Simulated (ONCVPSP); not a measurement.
## platinum (Pt): one change to an ONCV potential, before and after

Pt (Z = 78), optimised norm-conserving Vanderbilt (ONCV), made with ONCVPSP 4.0.1 (PBE, fully relativistic). Core [Kr] 4d10, reference 4f14 5s2 5p6 5d9 6s1. Waves: 5s+6s: rc 1.55 bohr, ncon 4, nbas 7, qcut 6.8 1/bohr, 2 projectors; 5p: rc 1.55 bohr, ncon 4, nbas 7, qcut 9.4 1/bohr, 1 projector; 5d: rc 1.65 bohr, ncon 4, nbas 8, qcut 5.4 1/bohr, 1 projector; 4f: rc 0.95 bohr, ncon 4, nbas 8, qcut 17.5 1/bohr, 2 projectors, debl 1.7 Ha. Local part: polynomial inside 0.60 bohr (lpopt 5, dvloc0 4 Ha). Core correction: polynomial model core, fcfact 0.55.

Open shells are filled in proportion to 2j + 1.

In the f channel the program set the typed energies aside and used -2.512, 0.250 Ha (j = l + 1/2; the other j can differ).

All-electron outer shells of the reference configuration (PBE, scalar-relativistic, ld1.x):

| shell | level (eV) | outermost node (bohr) | outermost maximum (bohr) |
| --- | --- | --- | --- |
| 4d | -306.83 | 0.20 | 0.42 |
| 5s | -101.82 | 0.49 | 0.87 |
| 4f | -70.08 | – | 0.38 |
| 5p | -56.02 | 0.53 | 0.98 |
| 5d | -6.14 | 0.57 | 1.26 |
| 6s | -5.66 | 1.14 | 2.38 |

Change: s: rc 1.34.

Cutoffs: the cutoffs (Ha) at which the residual kinetic energy of the hardest occupied pseudo-wave falls to 1 and 0.1 mHa per electron; they do not see the model core or the augmentation charge, which bear on the density cutoff. Errors are all-electron minus pseudo energies relative to the spin-unpolarised reference configuration.

Question: Predict the effect on cutoff, ghosts and configuration errors.

Answer: The potential gets neither clearly harder nor softer (141 Ha and 160 Ha → 141 Ha and 160 Ha); both files keep a bound ghost (p, s); of the 4 tests that both files solve, the error grows in 0 and shrinks in 2 by more than 15 % and 0.3 meV (median size 16.9 → 17.0 meV).

```csv
quantity,base,changed
"cutoff, loose",141 Ha,141 Ha
"cutoff, tight",160 Ha,160 Ha
loose cutoff by channel,"s 20 Ha, p 29 Ha, d 41 Ha, f 141 Ha","s 39 Ha, p 29 Ha, d 41 Ha, f 141 Ha"
bound ghosts,"s, p3/2, p1/2","s, p3/2, p1/2"
GHOST(+) flags under 300 eV,"d5/2 at 39.2 eV, d3/2 at 62.2 eV","d5/2 at 39.2 eV, d3/2 at 62.2 eV"
"error for 4f14 5s2 5p6 5d9 6s0, meV [ΔE 9.21 eV]",-1.6,-0.7
"error for 4f14 5s2 5p6 5d8 6s0, meV [ΔE 29.19 eV]",+5.2,+5.7
"error for 4f14 5s2 5p6 5d7 6s0, meV [ΔE 61.41 eV]",+29,+28
"error for 4f14 5s1 5p6 5d9 6s1, meV [ΔE 108.32 eV]",-214,-69
p3/2: phases at 1.58 bohr within 0.05 rad from the reference energy up to (Ha; the scan ends near 5),1.6,1.6
p1/2: phases at 1.58 bohr within 0.05 rad from the reference energy up to (Ha; the scan ends near 5),1.2,1.2
d5/2: phases at 1.67 bohr within 0.05 rad from the reference energy up to (Ha; the scan ends near 5),1.1,1.1
d3/2: phases at 1.67 bohr within 0.05 rad from the reference energy up to (Ha; the scan ends near 5),1.6,1.6
f7/2: phases at 0.97 bohr within 0.05 rad from the reference energy up to (Ha; the scan ends near 5),to the end of the scan,to the end of the scan
f5/2: phases at 0.97 bohr within 0.05 rad from the reference energy up to (Ha; the scan ends near 5),to the end of the scan,to the end of the scan
"rms error of d²Exc/dni dnj with the model core, mHa",2.85,2.89
```

 A true bound ghost makes a file unfit for plane-wave use even where its test errors are small: the radial tests pick states by their node count and pass the ghost by.
